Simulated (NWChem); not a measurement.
System: CsCl; SMILES [Cl][Cs]

Here is an NWChem input.

```
start job
memory heap 200 mb stack 700 mb global 900 mb
geometry units angstroms noautosym nocenter noautoz
  Cs     0.000000     0.000000    -0.707842
  Cl     0.000000     0.000000     2.228375
end
basis spherical
  * library def2-svpd
end
ecp
  Cs library def2-ecp
end
dft
  xc hfexch
  iterations 150
end
property
  response 1 0.0
end
task dft property
```

NWChem printed, in part:

```
             Northwest Computational Chemistry Package (NWChem) 7.3.0
             --------------------------------------------------------

                             Geometry "geometry" -> ""
                             -------------------------

 Output coordinates in angstroms (scale by  1.889725989 to convert to a.u.)

  No.       Tag          Charge          X              Y              Z
 ---- ---------------- ---------- -------------- -------------- --------------
    1 Cs                  55.0000     0.00000000     0.00000000    -0.70784200
    2 Cl                  17.0000     0.00000000     0.00000000     2.22837500

 Effective nuclear repulsion energy (a.u.)     168.5095917007

                                 NWChem DFT Module
                                 -----------------

 Summary of "ao basis" -> "ao basis" (spherical)
 ------------------------------------------------------------------------------
       Tag                 Description            Shells   Functions and Types
 ---------------- ------------------------------  ------  ---------------------
 Cs                        def2-svpd                11       27   5s4p2d
 Cl                        def2-svpd                11       27   5s4p2d

            General Information
            -------------------
          SCF calculation type: DFT
          Wavefunction type:  closed shell.
          No. of atoms     :     2
          No. of electrons :    26
           Alpha electrons :    13
            Beta electrons :    13
          Charge           :     0
          Spin multiplicity:     1
          Use of symmetry is: off; symmetry adaption is: off
          Maximum number of iterations: 150
          AO basis - number of functions:    54
                     number of shells:    22
          Convergence on energy requested:  1.00D-06
          Convergence on density requested:  1.00D-05
          Convergence on gradient requested:  5.00D-04

              XC Information
              --------------
                     Hartree-Fock (Exact) Exchange  1.000

      Superposition of Atomic Density Guess
      -------------------------------------

 Sum of atomic energies:        -481.93726800

      Non-variational initial energy
      ------------------------------

 Total energy =    -479.056607
 1-e energy   =    -722.144192
 2-e energy   =     215.513288
 HOMO         =      -0.434323
 LUMO         =      -0.045494

   convergence    iter        energy       DeltaE   RMS-Dens  Diis-err
 ---------------- ----- ----------------- --------- --------- ---------
 d= 0,ls=0.0,diis     1   -479.2667353797 -5.07D+02  1.18D-02  2.03D-01
 d= 0,ls=0.0,diis     2   -479.3015466005 -3.48D-02  3.16D-03  3.78D-02
 d= 0,ls=0.0,diis     3   -479.3059519679 -4.41D-03  5.77D-04  2.19D-04
 d= 0,ls=0.0,diis     4   -479.3060166005 -6.46D-05  1.42D-04  7.66D-06
 d= 0,ls=0.0,diis     5   -479.3060197735 -3.17D-06  2.46D-05  2.90D-07
 d= 0,ls=0.0,diis     6   -479.3060199219 -1.48D-07  4.39D-06  1.81D-08

         Total DFT energy =     -479.306019921937
      One electron energy =     -725.893036605836
           Coulomb energy =      249.540240436173
    Exchange-Corr. energy =      -30.527520576029
 Nuclear repulsion energy =       27.574296823754

 Numeric. integr. density =        0.000000000000

                       DFT Final Molecular Orbital Analysis
                       ------------------------------------

 Vector   11  Occ=2.000000D+00  E=-3.332430D-01
              MO Center=  5.4D-15, -2.4D-15,  2.1D+00, r^2= 1.9D+00
   Bfn.  Coefficient  Atom+Function         Bfn.  Coefficient  Atom+Function
  ----- ------------  ---------------      ----- ------------  ---------------
    41      0.621194  2 Cl pz                38      0.437406  2 Cl pz
    35      0.256995  2 Cl pz                 8      0.225403  1 Cs pz
     2      0.134570  1 Cs s                 44      0.131536  2 Cl pz
    20     -0.081853  1 Cs d  0               1     -0.059954  1 Cs s
    11      0.054553  1 Cs pz                 3      0.041489  1 Cs s

 Vector   12  Occ=2.000000D+00  E=-3.301590D-01
              MO Center= -3.0D-15,  6.8D-16,  2.2D+00, r^2= 1.4D+00
   Bfn.  Coefficient  Atom+Function         Bfn.  Coefficient  Atom+Function
  ----- ------------  ---------------      ----- ------------  ---------------
    40      0.580504  2 Cl py                37      0.414716  2 Cl py
    34      0.242810  2 Cl py                39      0.199289  2 Cl px
    43      0.148896  2 Cl py                36      0.142373  2 Cl px
    33      0.083358  2 Cl px                 7     -0.059011  1 Cs py
    42      0.051117  2 Cl px                19      0.038904  1 Cs d -1

 Vector   13  Occ=2.000000D+00  E=-3.301590D-01
              MO Center= -5.6D-14, -7.5D-14,  2.2D+00, r^2= 1.4D+00
   Bfn.  Coefficient  Atom+Function         Bfn.  Coefficient  Atom+Function
  ----- ------------  ---------------      ----- ------------  ---------------
    39      0.580504  2 Cl px                36      0.414716  2 Cl px
    33      0.242810  2 Cl px                40     -0.199289  2 Cl py
    42      0.148896  2 Cl px                37     -0.142373  2 Cl py
    34     -0.083358  2 Cl py                 6     -0.059011  1 Cs px
    43     -0.051117  2 Cl py                21     -0.038904  1 Cs d  1

[...]

 DFT Linear Response polarizability / au
 Frequency  =       0.0000000 / au
              X              Y              Z
 -----------------------------------------------
 X      36.2123479     -0.0000000      0.0000000
 Y      -0.0000000     36.2123479      0.0000000
 Z       0.0000000      0.0000000     49.4167386
 -----------------------------------------------
 Eigenvalues =      36.2123479     36.2123479     49.4167386
 Isotropic   =      40.6138115
 Anisotropic =      13.2043907
 -----------------------------------------------

 Magnetic Dipole Response Matrix (nonzero elements):

 Exiting AOResponse driver routine
```

Level: Hartree-Fock/def2-SVPD with def2 effective core potentials on Cs. The geometry was optimised at PBE0/def2-SVP. def2 effective core potentials on Cs; no spin-orbit coupling.
